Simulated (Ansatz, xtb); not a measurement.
## ClH4NOSi: which of two conformers lies lower

We compare I, `N[Si@H](O)Cl`, a singlet, with II, `N[Si@H](O)Cl`, a singlet. Both are isolated molecules in the gas phase, relaxed with B3LYP-D3(BJ)/def2-SVP.

I (Å):

```
atom    x (Å)    y (Å)    z (Å)
  Cl   1.8174   0.6904   1.6197
   N   0.1317  -0.4305  -0.8888
   O  -1.1380   0.1923   1.4211
  Si   0.2556  -0.4617   0.8093
   H   0.5297  -1.8547   1.2245
   H  -0.1506   0.4089  -1.3850
   H  -1.0395   0.7032   2.2334
   H   0.6960  -1.0466  -1.4641
```

II (Å):

| atom | x (Å) | y (Å) | z (Å) |
| --- | --- | --- | --- |
| Cl | -0.2347 | -0.2070 | 1.9987 |
| N | -2.1002 | -0.5267 | -0.5872 |
| O | -0.0782 | -2.3277 | -0.0453 |
| Si | -0.4993 | -0.7250 | 0.0027 |
| H | -2.3834 | 0.3814 | -0.9452 |
| H | -2.8771 | -0.9856 | -0.1183 |
| H | 0.3697 | 0.1647 | -0.8011 |
| H | -0.3648 | -2.7944 | -0.8404 |

**Question.** Estimate E(II) − E(I) at the level CCSD(T)/def2-TZVP.

**Answer.** Too close to call at this level: CCSD(T)/def2-TZVP gives E(II) − E(I) = +0.79 kcal/mol.

How the difference moves with the method:

| level | geometry | E(II) − E(I) (kcal/mol) | departure from the last row (kcal/mol) | job, with rough time for the two |
| --- | --- | --- | --- | --- |
| B3LYP-D3(BJ)/def2-SVP | B3LYP-D3(BJ)/def2-SVP | +1.20 | +0.41 | optimisation, 62 s |
| HF/def2-TZVP | B3LYP-D3(BJ)/def2-SVP | +1.02 | +0.22 | part of the CCSD(T) run |
| MP2/def2-TZVP | B3LYP-D3(BJ)/def2-SVP | +0.86 | +0.07 | part of the CCSD(T) run |
| CCSD(T)/def2-TZVP | B3LYP-D3(BJ)/def2-SVP | +0.79 |  | single point, 64 s |

The largest departure from CCSD(T)/def2-TZVP is that of B3LYP-D3(BJ)/def2-SVP, 0.41 kcal/mol. Levels run at GFN2-xTB geometries aren't shown.

With harmonic frequencies from B3LYP-D3(BJ)/def2-SVP (ideal gas, rigid rotor, one conformer each, 298.15 K, 1 atm): the zero-point term adds +0.04 kcal/mol; ΔH is +0.78 and ΔG +0.87 kcal/mol.

The correlated steps freeze 12 core orbitals. Codes used: Ansatz 0.2.0; the last row on 2 threads of AMD EPYC 7R43 64-Core Processor (Zen 3) on a shared host.
